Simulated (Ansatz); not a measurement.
`O[AsH][SiH3]` → `O[AsH2]` + `[SiH2]` at 298.15 K and 1 bar (silylene loss).

Isolated molecules relaxed with PBE0-D4/def2-TZVP in Ansatz; ΔE leaves out vibrations. CCSD(T)/CBS adds triple-zeta CCSD(T) − MP2 to the extrapolated MP2 energy (def2 sets, frozen cores). This one scheme is used for every species. For As outer-core shells are correlated without core-valence functions, which leaves a few kJ/mol of doubt a bond. Scalar relativity is left out up to krypton. Each species was taken in one conformer, which may not be the lowest.

```
       species  CCSD(T)/CBS energy (Eh)  H − E (kJ/mol)  S (J/(mol·K))
`O[AsH][SiH3]`              -2602.26090           140.9          326.6
     `O[AsH2]`              -2311.97217            89.1          265.7
      `[SiH2]`               -290.19011            40.6          207.5
```

H − E and S are ideal-gas, rigid-rotor, harmonic terms from PBE0-D4/def2-TZVP, for one conformer and one mirror image of each species. 1 Eh = 2625.50 kJ/mol, R = 8.31446 J/(mol·K).

Question: By hand: ΔE, ΔH, ΔS and ΔG.

Answer: ΔE = (-2311.97217) + (-290.19011) − (-2602.26090) = 0.09862 Eh = 258.9 kJ/mol. Δ(H − E) = 89.1 + 40.6 − 140.9 = -11.2, so ΔH = 247.7 kJ/mol. ΔS = 265.7 + 207.5 − 326.6 = 146.6 J/(mol·K). ΔG = 247.7 − 298.15 × (146.6)/1000 = 204.0 kJ/mol.

Question: By hand: the equilibrium constant, and the temperature at which ΔG would vanish if ΔH and ΔS stayed fixed.

Answer: log₁₀ K = −ΔG/(RT ln 10) = -35.7. ΔG = 0 at ΔH/ΔS = 1690 K.

The number of gas molecules changes by +1, which sets the sign of ΔS. A doubt of 5 kJ/mol in ΔE shifts log₁₀ K by 0.9 here. Other conformers and mirror images would add mixing entropy, several J/(mol·K) or more a flexible species. These are equilibria of isolated gas molecules and say nothing of rates. Largest T1 diagnostic: 0.014 (customary marks: 0.02 for closed shells, 0.045 for open ones).
